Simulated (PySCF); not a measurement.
## Electric field gradients and quadrupole coupling constants

Species: C2H3F3O2Si.
Z-matrix (Å and degrees, GFN2-xTB geometry), rows numbered from 1:
```
O 
C   1  1.2030
Si  2  1.9259  1  123.62
O   3  1.6102  2  105.20  1     0.12
C   2  1.5406  1  120.14  3  -179.93
F   5  1.3447  2  110.10  1   121.25
F   5  1.3446  2  110.15  1  -121.58
F   5  1.3313  2  114.85  1    -0.15
H   3  1.4557  2  106.81  1  -117.57
H   3  1.4555  2  106.80  1   117.68
H   4  0.9568  3  123.15  2    -0.52
```

Field gradients from the PBE0/pcSseg-1 density (PySCF, non-relativistic), principal values in atomic units, ordered |Vxx| ≤ |Vyy| ≤ |Vzz|:

```json
{"atom": "O1", "Vxx": "0.3488", "Vyy": "1.7778", "Vzz": "-2.1266"}
{"atom": "O4", "Vxx": "-0.4216", "Vyy": "-1.1219", "Vzz": "1.5435"}
```

Task: Find the asymmetry η = (Vxx − Vyy)/Vzz and the couplings χ = eQV/h (234.96 MHz × Q in barn × V in au), with Q(17O) = −0.0256 b.

Result: 
```json
{"atom": "O1", "environment": "carbonyl oxygen", "nucleus": "17O", "η": "0.67", "χzz (MHz)": "12.79", "χxx (MHz)": "-2.10", "χyy (MHz)": "-10.69"}
{"atom": "O4", "environment": "silanol oxygen", "nucleus": "17O", "η": "0.45", "χzz (MHz)": "-9.28", "χxx (MHz)": "2.54", "χyy (MHz)": "6.75"}
```

The tensor is traceless: Vxx + Vyy + Vzz = 0.

Task: What is Vzz at O1 in SI units (1 au = 9.71736 × 10²¹ V/m²)?

Result: -2.1266 au = -20.665 × 10²¹ V/m².

Were the hydrogens deuterons (Q(2H) = 0.00286 b), χzz would run from 109 kHz (H9 and H10) to 333 kHz (H11).

Isolated species at its GFN2-xTB geometry (one conformer only). GFN2-xTB bond lengths can be off by several hundredths of an ångström, more for odd bonds, and the gradients follow them. These gradients aren't converged with respect to the basis.

These values come from a run that also computed NMR shieldings. Rough CPU time on one thread of a shared machine: about 60 s (with the writing of density and orbital grids).
